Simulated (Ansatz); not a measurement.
C₂H₇FInNO, SMILES `C[N](C)[In]([OH])[F]`, relaxed with RKS PBE0-D4/def2-TZVP in Ansatz from a GFN2-xTB geometry. The force threshold is 0.005 eV/Å; the program also tests the step.

Charge 0, multiplicity 1. In: def2 effective core potential.

Start:

```xyz
13

C    -0.268    1.563    0.666
N     0.645    0.629    0.059
C     1.114   -0.339    1.011
In   -0.361   -0.518   -1.546
O    -1.336   -2.171   -1.067
F    -0.434   -0.303   -3.546
H    -1.094    1.082    1.208
H    -0.670    2.228   -0.102
H     0.300    2.165    1.383
H     1.649    0.194    1.803
H     0.307   -0.919    1.480
H     1.806   -1.025    0.516
H    -1.659   -2.585   -1.867
```

```
         step  energy (eV)  largest force (eV/Å)  largest move (Å)
            1  -13610.9756                 1.932             0.000
            2  -13611.2345                 0.329             0.179
            3  -13611.2686                 0.210             0.138
            4  -13611.3022                 0.394             0.196
            5  -13611.3334                 0.306             0.197
            6  -13611.3692                 0.380             0.194
            7  -13611.4029                 0.240             0.195
            8  -13611.4376                 0.235             0.199
            9  -13611.4644                 0.229             0.195
           10  -13611.4872                 0.252             0.197
           11  -13611.5002                 0.213             0.193
12 (rejected)  -13611.4860                 0.427             0.117
           13  -13611.5058                 0.062             0.058
14 (rejected)  -13611.5050                 0.123             0.086
           15  -13611.5075                 0.027             0.042
           16  -13611.5080                 0.048             0.044
           17  -13611.5084                 0.026             0.017
           18  -13611.5085                 0.008             0.007
           19  -13611.5086                 0.005             0.010
           20  -13611.5086                 0.004             0.008
           21  -13611.5086                 0.001             0.005
```

End:

```xyz
13

C    -0.091    1.632    0.467
N     0.207    0.244    0.211
C     0.880   -0.417    1.301
In   -0.620   -0.724   -1.310
O    -0.499   -2.612   -1.845
F    -1.628    0.375   -2.578
H    -0.733    1.762    1.351
H    -0.599    2.088   -0.385
H     0.833    2.199    0.647
H     1.833    0.082    1.526
H     0.283   -0.408    2.226
H     1.104   -1.458    1.059
H    -0.970   -2.762   -2.670
```

Hardware: 2 threads of an AMD EPYC 7R13 on a shared host and a share of an NVIDIA H100 80 GB. Wall time 44 s, peak host memory 0.9 GiB.
